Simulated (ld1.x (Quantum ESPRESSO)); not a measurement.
## An all-electron radial function and its pseudo partner (Ta)

Columns: radius, all-electron u(r) and pseudo u(r) of the 6s shell (level -5.44 eV) of tantalum in the configuration [Xe] 4f14 5d3 6s2 6p0; PBE, scalar-relativistic, RRKJ scheme, ld1.x (Quantum ESPRESSO) 7.5.

```
r (bohr)  all-electron   pseudo
   0.210        0.0450  -0.1007
   0.420       -0.1496  -0.1677
   0.630        0.1473  -0.1862
   0.840        0.2905  -0.1723
   1.050        0.2238  -0.1570
   1.260        0.0558  -0.1646
   1.470       -0.1313  -0.2119
   1.680       -0.2965  -0.3081
   1.890       -0.4259  -0.4260
   2.100       -0.5183  -0.5183
   2.310       -0.5782  -0.5782
   2.520       -0.6113  -0.6113
   2.730       -0.6231  -0.6231
   2.940       -0.6187  -0.6187
   3.150       -0.6022  -0.6022
   3.360       -0.5769  -0.5769
   3.570       -0.5458  -0.5458
   3.780       -0.5111  -0.5111
   3.990       -0.4746  -0.4746
   4.200       -0.4375  -0.4375
   4.410       -0.4011  -0.4011
   4.620       -0.3659  -0.3659
   4.830       -0.3324  -0.3324
   5.040       -0.3010  -0.3010
   5.250       -0.2718  -0.2718
   5.460       -0.2448  -0.2448
```

Question: How many radial nodes do the two functions have?

Answer: The all-electron 6s function has n − l − 1 = 5 (the table is too coarse to show those close to the nucleus); the pseudo-wave has 0, since the states of the same l below it are removed with the core.

Question: At about which radius was the pseudo-wave matched?

Answer: 2.00 bohr, where the columns begin to agree (steps of 0.21 bohr).

Question: Is the pseudo-wave norm-conserving?

Answer: Yes: the RRKJ scheme keeps the norm inside the radius equal to the all-electron one, which fixes the energy derivative of the logarithmic derivative at the level.
